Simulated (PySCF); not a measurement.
## Stretching SnAs

Set-up: PySCF, scalar-relativistic core potentials, basis sets Sn cc-pVDZ-PP with ECP28, As cc-pVDZ-PP with ECP10. Energies in eV from Sn + As in their ground configurations at the same level. State: ²Π (doublet), unpaired electrons π ↑.

```csv
R (Å),PBE,r²SCAN0,BLYP
2.109,-1.434,-1.147,-1.354
2.207,-2.191,-1.833,-2.146
2.305,-2.623,-2.193,-2.611
2.378,-2.791,-2.308,-2.804
2.452,-2.860,-2.328,-2.897
2.526,-2.853,-2.284,-2.913
2.624,-2.757,-2.166,-2.846
2.746,-2.547,-1.968,-2.666
2.893,-2.230,-1.696,-2.372
3.090,-1.800,-1.327,-1.943
```

**Question.** Put a parabola through the three lowest points of the PBE curve and estimate Re, k and ωe (reduced mass 46.11 u; 1 eV/Å² = 0.16022 mdyn/Å; ωe = 1302.8·√(k/μ) cm⁻¹).

**Answer.** Through R = 2.378, 2.452, 2.526 Å the second-order coefficient is 6.94 eV/Å², so Re ≈ 2.482 Å, k ≈ 2.22 mdyn/Å and ωe ≈ 286 cm⁻¹. A polynomial fit of higher order to the unrounded PBE energies gives Re = 2.480 Å, k = 2.01 mdyn/Å, ωe = 272 cm⁻¹; anharmonicity and rounding make the difference.

The higher-order fit for each curve: PBE: Re = 2.480 Å, ωe = 272 cm⁻¹, De = 2.87 eV; r²SCAN0: Re = 2.435 Å, ωe = 275 cm⁻¹, De = 2.33 eV; BLYP: Re = 2.506 Å, ωe = 261 cm⁻¹, De = 2.91 eV.

⟨S²⟩ of the unrestricted solution departs from its pure value on part of the curve, where spin states mix. These are scalar-relativistic numbers at best; spin–orbit coupling would shift them, the dissociation energy most. The state was picked by a PBE0 search and need not be the measured ground state.
